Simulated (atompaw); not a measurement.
## Reading a pseudo-wave (chromium)

Columns: radius, all-electron u(r) and pseudo u(r) of the 4p shell (level -1.73 eV) of chromium in the configuration [Ar] 3d5 4s0 4p1; PBE, scalar-relativistic, PAW (atompaw) scheme, atompaw 4.2.0.5.

| r (bohr) | all-electron | pseudo |
| --- | --- | --- |
| 0.115 | 0.0876 | 0.0015 |
| 0.231 | 0.0686 | 0.0061 |
| 0.346 | -0.0193 | 0.0137 |
| 0.462 | -0.1017 | 0.0241 |
| 0.577 | -0.1507 | 0.0371 |
| 0.692 | -0.1659 | 0.0524 |
| 0.808 | -0.1542 | 0.0700 |
| 0.923 | -0.1244 | 0.0892 |
| 1.038 | -0.0840 | 0.1098 |
| 1.154 | -0.0376 | 0.1319 |
| 1.269 | 0.0104 | 0.1545 |
| 1.385 | 0.0584 | 0.1779 |
| 1.500 | 0.1043 | 0.2013 |
| 1.615 | 0.1476 | 0.2246 |
| 1.731 | 0.1883 | 0.2479 |
| 1.846 | 0.2254 | 0.2704 |
| 1.962 | 0.2596 | 0.2924 |
| 2.077 | 0.2902 | 0.3134 |
| 2.192 | 0.3178 | 0.3334 |
| 2.308 | 0.3426 | 0.3525 |
| 2.423 | 0.3645 | 0.3703 |
| 2.538 | 0.3837 | 0.3868 |
| 2.654 | 0.4007 | 0.4020 |
| 2.769 | 0.4153 | 0.4157 |
| 2.885 | 0.4279 | 0.4279 |
| 3.000 | 0.4384 | 0.4384 |

(1) How many radial nodes do the two functions have?

(2) Is the pseudo-wave norm-conserving?

Results:

(1) The all-electron 4p function has n − l − 1 = 2; the pseudo-wave has 0, since the states of the same l below it are removed with the core.

(2) No, it belongs to a PAW set: the norm inside the radius is not constrained, and the difference is carried by the augmentation charge.
